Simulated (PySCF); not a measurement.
Computed IR spectrum (relative IR intensity) of a molecule C2H6N2OSi. Coordinates come from a PBE-D3(BJ)/def2-SVP optimisation. The values are those of a single conformer. Calculation: PySCF with PBE-D3(BJ)/def2-SVP. Frequencies are harmonic and unscaled.

Lines under 2 % of the strongest are left out, and lines within 2 cm⁻¹ are merged.

```csv
ν (cm⁻¹),relative intensity
446,6.7
556,9.4
620,5.3
798,2.0
884,9.0
891,29
1136,7.8
1352,3.4
1464,2.2
2190,9.6
2200,10
2400,100
2920,6.5
2996,2.7
```

Task: Identify the compound among the candidates.
(A) CN[SiH2]N=C=O
(B) NC[Si@H]1N=CO1
(C) N[SiH2]C1=NCO1
(D) N#CC[Si@H](N)O

Result: A, CN[SiH2]N=C=O
